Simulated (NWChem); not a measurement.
System: CH$_{4}$BF; SMILES CBF

Program: NWChem. The geometry was optimised at PBE0/def2-SVP. Level r2SCAN/def2-SVP: energy and gradient on several grids; changes count from the extra-fine grid, which is no exact limit either.

Q: Which is the coarsest grid (xcoarse; xfine; fine; coarse; medium) from which on the energy stays within 50 μHa and each gradient component within 100 μHa/bohr of xfine?

A: fine.
```json
[
 {"grid": "xcoarse", "size of the energy change (μHa)": "3000", "largest change of a gradient component (μHa/bohr)": "4000", "time, medium = 1 (rough)": "about 1"},
 {"grid": "coarse", "size of the energy change (μHa)": "40", "largest change of a gradient component (μHa/bohr)": "300", "time, medium = 1 (rough)": "about 1"},
 {"grid": "medium", "size of the energy change (μHa)": "90", "largest change of a gradient component (μHa/bohr)": "40", "time, medium = 1 (rough)": "about 1"},
 {"grid": "fine", "size of the energy change (μHa)": "20", "largest change of a gradient component (μHa/bohr)": "< 30", "time, medium = 1 (rough)": "about 1"},
 {"grid": "xfine", "size of the energy change (μHa)": "< 10", "largest change of a gradient component (μHa/bohr)": "< 30", "time, medium = 1 (rough)": "3"}
]
```
